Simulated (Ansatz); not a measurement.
Ansatz (an electronic-structure program) input (r2SCAN0/def2-TZVPD):

Ansatz 0.2 input:
```yaml
crystal:
  periodic: [false, false, false]
  atoms:
    - {symbol: B, position_ang: [-0.01550774, -0.00850457, -0.33305316]}
    - {symbol: Cl, position_ang: [0.06821220, 0.03740813, 1.46496419]}
    - {symbol: O, position_ang: [-1.19944168, -0.10694537, -0.96772624]}
    - {symbol: C, position_ang: [-2.45889749, -0.18205847, -0.31032426]}
    - {symbol: O, position_ang: [1.10413598, 0.05467895, -1.07911338]}
    - {symbol: C, position_ang: [2.41901613, 0.16018720, -0.54619077]}
    - {symbol: H, position_ang: [-3.21843675, -0.25339924, -1.08598200]}
    - {symbol: H, position_ang: [-2.51176899, -1.06179958, 0.33267650]}
    - {symbol: H, position_ang: [-2.63790505, 0.70886296, 0.29333550]}
    - {symbol: H, position_ang: [2.65541985, -0.69925770, 0.08282238]}
    - {symbol: H, position_ang: [2.52928379, 1.07140484, 0.04348138]}
    - {symbol: H, position_ang: [3.10307224, 0.19013240, -1.39165209]}
basis:
  gaussian:
    orbitals: def2-TZVPD
hamiltonian:
  xc: {name: r2SCAN0}
output: {forces: true}
```

Output:

```
Functional definition: r2SCAN0
integrals: 0.28 GiB planned
1495 factors; their error is unknown
0.41 GiB of the device are held for the grids
1.71 GiB of device memory are held for the factors and their scratch space
mean field: 1.96 GiB planned
mean field evaluation 1: about -19458.8651 eV, gradient 6.2e1 eV
mean field evaluation 2: about -19454.3936 eV, gradient 8.0e1 eV
mean field evaluation 4: about -19466.0010 eV, gradient 2.6e0 eV
mean field evaluation 8: about -19466.0184 eV, gradient 3.1e-2 eV
mean field evaluation 16: about -19466.0377 eV, gradient 2.9e-5 eV
mean field -19466.03768135 eV, -715.3636902352 hartree, gradient 2.8e-5 eV, S^2 0.000000; 0 other end points of the search recorded, 0 dependent functions left out
the calculation of the forces begins
reference -19466.03769886 eV, -715.3636908788 hartree; 28, 28 occupied and 263, 263 virtual orbitals, 1495 factors
Total energy: -19466.03769886 eV, -715.3636908788 hartree
Atom 0 at    -0.015508    -0.008505    -0.333053 Å, force    -0.001071    -0.000587    -0.023003 eV/Å
Atom 1 at     0.068212     0.037408     1.464964 Å, force    -0.014772    -0.008101    -0.317244 eV/Å
Atom 2 at    -1.199442    -0.106945    -0.967726 Å, force    -0.046499     0.003362     0.300417 eV/Å
Atom 3 at    -2.458897    -0.182058    -0.310324 Å, force     0.254153     0.016325    -0.080135 eV/Å
Atom 4 at     1.104136     0.054679    -1.079113 Å, force     0.074203     0.011831     0.294581 eV/Å
Atom 5 at     2.419016     0.160187    -0.546191 Å, force    -0.260457    -0.019782    -0.055252 eV/Å
Atom 6 at    -3.218437    -0.253399    -1.085982 Å, force     0.107440     0.009554     0.085516 eV/Å
Atom 7 at    -2.511769    -1.061800     0.332676 Å, force     0.026077     0.096832    -0.078993 eV/Å
Atom 8 at    -2.637905     0.708863     0.293336 Å, force     0.039782    -0.095556    -0.074719 eV/Å
Atom 9 at     2.655420    -0.699258     0.082822 Å, force    -0.046776     0.091721    -0.075470 eV/Å
Atom 10 at     2.529284     1.071405     0.043481 Å, force    -0.033071    -0.100667    -0.071196 eV/Å
Atom 11 at     3.103072     0.190132    -1.391652 Å, force    -0.099011    -0.004931     0.095499 eV/Å
Dipole moment:     0.004106     0.002252     0.088186 e Å
```
